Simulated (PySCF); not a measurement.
Geometry:
```csv
atom,x (Å),y (Å),z (Å)
F1,2.242,-1.569,0.192
C2,1.866,-0.343,-0.281
C3,0.409,-0.124,-0.103
C4,-0.484,-0.920,0.485
C5,-1.817,-0.247,0.475
O6,-1.612,0.948,-0.256
C7,-0.275,1.159,-0.484
F8,0.214,2.180,0.312
H9,2.425,0.443,0.258
H10,2.140,-0.271,-1.351
H11,-0.282,-1.895,0.929
H12,-2.597,-0.840,-0.032
H13,-2.179,-0.027,1.497
H14,-0.123,1.498,-1.525
```

Geometry: PBE0-D3(BJ)/def2-SVP; GIAO shifts from PySCF, gas phase, non-relativistic, averaged over equivalent atoms.

At mPW1PW91/pcSseg-1 (166 basis functions, 19 s wall time on 1 thread of an Arm Neoverse V1, shared host):
| atoms | δ (ppm) |
| --- | --- |
| F8 | -124.3 |
| F1 | -255.6 |
| C3 | 145.0 |
| C4 | 133.9 |
| C7 | 116.1 |
| C2 | 81.0 |
| C5 | 77.9 |
| O6 | 100.4 |
| H11 | 6.36 |
| H14 | 6.13 |
| H9 | 5.26 |
| H10 | 5.17 |
| H13 | 4.88 |
| H12 | 4.71 |

δ = σ(ref) − σ, references computed at the same level: 19F (σref 177.88) vs CFCl3; TMS for 13C (σref 183.54) and 1H (σref 31.32); H2O for 17O (σref 333.30).

**Question.** What do these become at PBE0/pcSseg-1?

**Answer.** 
```json
{"atoms": "F8", "δ at PBE0/pcSseg-1": "-124.3", "change": "+0.0"}
{"atoms": "F1", "δ at PBE0/pcSseg-1": "-256.6", "change": "-1.0"}
{"atoms": "C3", "δ at PBE0/pcSseg-1": "145.0", "change": "+0.0"}
{"atoms": "C4", "δ at PBE0/pcSseg-1": "133.7", "change": "-0.2"}
{"atoms": "C7", "δ at PBE0/pcSseg-1": "116.1", "change": "+0.0"}
{"atoms": "C2", "δ at PBE0/pcSseg-1": "81.1", "change": "+0.1"}
{"atoms": "C5", "δ at PBE0/pcSseg-1": "77.8", "change": "-0.1"}
{"atoms": "O6", "δ at PBE0/pcSseg-1": "101.1", "change": "+0.7"}
{"atoms": "H11", "δ at PBE0/pcSseg-1": "6.37", "change": "+0.01"}
{"atoms": "H14", "δ at PBE0/pcSseg-1": "6.15", "change": "+0.02"}
{"atoms": "H9", "δ at PBE0/pcSseg-1": "5.28", "change": "+0.02"}
{"atoms": "H10", "δ at PBE0/pcSseg-1": "5.19", "change": "+0.02"}
{"atoms": "H13", "δ at PBE0/pcSseg-1": "4.90", "change": "+0.02"}
{"atoms": "H12", "δ at PBE0/pcSseg-1": "4.73", "change": "+0.02"}
```

Referencing at the same level of theory: CFCl3 for 19F (177.25 ppm); TMS for 13C (184.41 ppm) and 1H (31.27 ppm); 17O (334.56 ppm) vs H2O.

The largest change is at F1 (fluorine on an sp3 carbon). Cost: 166 basis functions, 20 s wall time on 1 thread of an Arm Neoverse V1, shared host. The order of the carbon signals is the same at both levels.

Unscaled 19F shifts against computed CFCl3 carry errors that often reach 10 to 50 ppm. Experimental scales use liquid or dissolved standards, which lie at an offset from isolated H2O (liquid H2O: subtract about 36 ppm).
